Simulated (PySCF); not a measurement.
CaF2, SMILES [F][Ca][F]. Geometry: PBE-D3(BJ)/def2-TZVP. The isomer is the one that the SMILES or the coordinates give; other isomers of the formula were not compared.

The numbers are results of PBE-D3(BJ)/def2-TZVP (PySCF 2.14.0), not measurements.

Harmonic wavenumbers (cm⁻¹): 89, 516, 584. Rotational constants (GHz): 52.09, 3.802, 3.544; symmetry number 2.

### Question
Work out the zero-point energy and the ideal-gas rigid-rotor harmonic-oscillator thermochemistry at 298.15 K and 1 atm.

### Answer
ZPE = ½ Σ hcν = ½ × 1188 cm⁻¹ = 7.11 kJ/mol. H − E(el) = 20.01 kJ/mol. Entropy in J/(mol K): translation 163.09, rotation 93.15, vibration 20.02, total 276.26. G − E(el) = -62.36 kJ/mol. Cp = 50.99 J/(mol K). Modes under 150 cm⁻¹ make the vibrational entropy uncertain.
